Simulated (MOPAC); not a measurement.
MOPAC input (AM1):

```
AM1 1SCF CHARGE=-1 GEO-OK AUX(PRECISION=9) THREADS=1
CH9N2Si2

C     2.68581400 1    0.14960200 1   -0.68026800 1
Si    1.43118600 1    0.11190300 1    0.54956100 1
N     0.00970000 1   -0.86564600 1    0.07790800 1
Si   -1.61771600 1   -0.37943000 1    0.12302400 1
N    -2.08701500 1    1.07225700 1   -0.74089500 1
H     2.51529300 1    0.58018600 1   -1.66563900 1
H     3.72812400 1    0.15995300 1   -0.36920600 1
H     1.98749500 1   -0.40019300 1    1.85215000 1
H     0.60693500 1    1.31906400 1    1.02349700 1
H     0.26133700 1   -1.64269200 1   -0.51904800 1
H    -2.44297500 1   -1.47564000 1   -0.46803100 1
H    -2.10407100 1   -0.11637400 1    1.50389800 1
H    -1.68717500 1    1.90861700 1   -0.33078200 1
H    -1.82722200 1    1.06857700 1   -1.72050700 1
```

Output:

```
 *******************************************************************************
 **                                                                           **
 **                              MOPAC v23.2.5                                **
 **                                                                           **
 *******************************************************************************
 ** MOPAC's Digital Object Identifier: https://doi.org/10.5281/zenodo.6511958 **
 **                                                                           **
 ** Please cite the open-source release paper for use of this MOPAC version:  **
 ** J. E. Moussa and J. J. P. Stewart (2026)                                  **
 ** MOPAC: An open-source semiempirical molecular orbital program             **
 ** J. Open Source Softw., 11(119), 8025, https://doi.org/10.21105/joss.08025 **
 *******************************************************************************

                              AM1 CALCULATION RESULTS

 *******************************************************************************
 *  AM1        - The AM1 Hamiltonian to be used
 *  GEO-OK     - OVERRIDE INTERATOMIC DISTANCE AND OTHER SAFETY CHECKS
 *
 *
 *
 *                 CHARGE ON SYSTEM = -1
 *
 *
 *
 *  1SCF       - DO 1 SCF AND THEN STOP
 *  AUX        - OUTPUT AUXILIARY INFORMATION
 *******************************************************************************
AM1 1SCF CHARGE=-1 GEO-OK AUX(PRECISION=9) THREADS=1
 CH9N2Si2

   ATOM   CHEMICAL          X               Y               Z
  NUMBER   SYMBOL      (ANGSTROMS)     (ANGSTROMS)     (ANGSTROMS)

     1       C          2.68581400  *   0.14960200  *  -0.68026800  *
     2      Si          1.43118600  *   0.11190300  *   0.54956100  *
     3       N          0.00970000  *  -0.86564600  *   0.07790800  *
     4      Si         -1.61771600  *  -0.37943000  *   0.12302400  *
     5       N         -2.08701500  *   1.07225700  *  -0.74089500  *
     6       H          2.51529300  *   0.58018600  *  -1.66563900  *
     7       H          3.72812400  *   0.15995300  *  -0.36920600  *
     8       H          1.98749500  *  -0.40019300  *   1.85215000  *
     9       H          0.60693500  *   1.31906400  *   1.02349700  *
    10       H          0.26133700  *  -1.64269200  *  -0.51904800  *
    11       H         -2.44297500  *  -1.47564000  *  -0.46803100  *
    12       H         -2.10407100  *  -0.11637400  *   1.50389800  *
    13       H         -1.68717500  *   1.90861700  *  -0.33078200  *
    14       H         -1.82722200  *   1.06857700  *  -1.72050700  *

          CARTESIAN COORDINATES

    NO.       ATOM           X           Y           Z

     1         C          2.6858      0.1496     -0.6803
     2        Si          1.4312      0.1119      0.5496
     3         N          0.0097     -0.8656      0.0779
     4        Si         -1.6177     -0.3794      0.1230
     5         N         -2.0870      1.0723     -0.7409
     6         H          2.5153      0.5802     -1.6656
     7         H          3.7281      0.1600     -0.3692
     8         H          1.9875     -0.4002      1.8521
     9         H          0.6069      1.3191      1.0235
    10         H          0.2613     -1.6427     -0.5190
    11         H         -2.4430     -1.4756     -0.4680
    12         H         -2.1041     -0.1164      1.5039
    13         H         -1.6872      1.9086     -0.3308
    14         H         -1.8272      1.0686     -1.7205

  H: (AM1): M.J.S. DEWAR ET AL, J. AM. CHEM. SOC. 107 3902-3909 (1985)
  C: (AM1): M.J.S. DEWAR ET AL, J. AM. CHEM. SOC. 107 3902-3909 (1985)
  N: (AM1): M.J.S. DEWAR ET AL, J. AM. CHEM. SOC. 107 3902-3909 (1985)
 Si: (AM1): M.J.S.DEWAR, C. JIE, ORGANOMETALLICS, 6, 1486-1490 (1987).

           Empirical Formula: C H9 N2 Si2  =    14 atoms

      MOLECULAR POINT GROUP   :   C1

      RHF CALCULATION, NO. OF DOUBLY OCCUPIED LEVELS = 16

 -------------------------------------------------------------------------------
 AM1 1SCF CHARGE=-1 GEO-OK AUX(PRECISION=9) THREADS=1
 CH9N2Si2

     1SCF WAS SPECIFIED, SO BFGS WAS NOT USED
     SCF FIELD WAS ACHIEVED

                              AM1 CALCULATION
                                                       MOPAC v23.2.5 Linux

          FINAL HEAT OF FORMATION =        -35.41106 KCAL/MOL =    -148.15988 KJ/MOL

          COSMO AREA              =        153.62 SQUARE ANGSTROMS
          COSMO VOLUME            =        151.41 CUBIC ANGSTROMS

          IONIZATION POTENTIAL    =          1.570663 EV
          HOMO LUMO ENERGIES (EV) =         -1.571  5.291
          NO. OF FILLED LEVELS    =         16
          MOLECULAR WEIGHT        =        105.2665         POINT GROUP:  C1

          MOLECULAR DIMENSIONS (Angstroms)

            Atom       Atom       Distance
            H    11    H     7     6.38493
            H    14    H     8     4.25948
            H    13    H    10     3.36468

          SCF CALCULATIONS        =          1

   ATOM   CHEMICAL          X               Y               Z
  NUMBER   SYMBOL      (ANGSTROMS)     (ANGSTROMS)     (ANGSTROMS)

     1       C          2.68581400  *   0.14960200  *  -0.68026800  *
     2      Si          1.43118600  *   0.11190300  *   0.54956100  *
     3       N          0.00970000  *  -0.86564600  *   0.07790800  *
     4      Si         -1.61771600  *  -0.37943000  *   0.12302400  *
     5       N         -2.08701500  *   1.07225700  *  -0.74089500  *
     6       H          2.51529300  *   0.58018600  *  -1.66563900  *
     7       H          3.72812400  *   0.15995300  *  -0.36920600  *
     8       H          1.98749500  *  -0.40019300  *   1.85215000  *
     9       H          0.60693500  *   1.31906400  *   1.02349700  *
    10       H          0.26133700  *  -1.64269200  *  -0.51904800  *
    11       H         -2.44297500  *  -1.47564000  *  -0.46803100  *
    12       H         -2.10407100  *  -0.11637400  *   1.50389800  *
    13       H         -1.68717500  *   1.90861700  *  -0.33078200  *
    14       H         -1.82722200  *   1.06857700  *  -1.72050700  *

                             CARTESIAN COORDINATES

   1    C        2.685814000     0.149602000    -0.680268000
   2   Si        1.431186000     0.111903000     0.549561000
   3    N        0.009700000    -0.865646000     0.077908000
   4   Si       -1.617716000    -0.379430000     0.123024000
   5    N       -2.087015000     1.072257000    -0.740895000
   6    H        2.515293000     0.580186000    -1.665639000
   7    H        3.728124000     0.159953000    -0.369206000
   8    H        1.987495000    -0.400193000     1.852150000
   9    H        0.606935000     1.319064000     1.023497000
  10    H        0.261337000    -1.642692000    -0.519048000
  11    H       -2.442975000    -1.475640000    -0.468031000
  12    H       -2.104071000    -0.116374000     1.503898000
  13    H       -1.687175000     1.908617000    -0.330782000
  14    H       -1.827222000     1.068577000    -1.720507000

           Empirical Formula: C H9 N2 Si2  =    14 atoms

      MOLECULAR POINT GROUP   :   C1

                  EIGENVALUES
 -28.39829 -26.90200 -20.13332 -13.02719 -12.64509 -11.71196 -10.63915  -9.45247
  -8.42232  -7.92670  -7.34981  -6.77192  -6.37190  -6.07236  -4.92830  -1.57066
   5.29060   5.56748   5.93632   6.30926   7.02412   7.05108   7.75544   8.69598
   9.06594   9.47544  10.18790  11.43761  11.71956

              NET ATOMIC CHARGES AND DIPOLE CONTRIBUTIONS

  ATOM NO.   TYPE          CHARGE      No. of ELECS.   s-Pop       p-Pop
    1          C          -1.011597        5.0116     1.30453     3.70707
    2         Si           1.092998        2.9070     0.79227     2.11474
    3          N          -0.881374        5.8814     1.58382     4.29755
    4         Si           1.190109        2.8099     0.79264     2.01725
    5          N          -0.658163        5.6582     1.60225     4.05592
    6          H           0.042860        0.9571     0.95714
    7          H           0.045621        0.9544     0.95438
    8          H          -0.303176        1.3032     1.30318
    9          H          -0.395903        1.3959     1.39590
   10          H           0.166673        0.8333     0.83333
   11          H          -0.291592        1.2916     1.29159
   12          H          -0.278258        1.2783     1.27826
   13          H           0.148247        0.8518     0.85175
   14          H           0.133556        0.8664     0.86644
 DIPOLE           X         Y         Z       TOTAL
 POINT-CHG.    -6.919    -0.917     0.763     7.021
 HYBRID         0.997     0.401    -0.970     1.448
 SUM           -5.922    -0.516    -0.207     5.948

          ATOMIC ORBITAL ELECTRON POPULATIONS

     Atom    s        px        py        pz
    1  C   1.30453   1.01347   1.65024   1.04335
    2 Si   0.79227   0.66066   0.73419   0.71988
    3  N   1.58382   1.26571   1.40251   1.62933
    4 Si   0.79264   0.64667   0.65106   0.71953
    5  N   1.60225   1.73362   1.20722   1.11507
    6  H   0.95714
    7  H   0.95438
    8  H   1.30318
    9  H   1.39590
   10  H   0.83333
   11  H   1.29159
   12  H   1.27826
   13  H   0.85175
   14  H   0.86644

 **********************
 *                    *
 * JOB ENDED NORMALLY *
 *                    *
 **********************

 == MOPAC DONE ==
```

The dipole moment of an ion depends on the origin.

The geometry given is a B3LYP-D3(BJ)/def2-TZVP minimum.
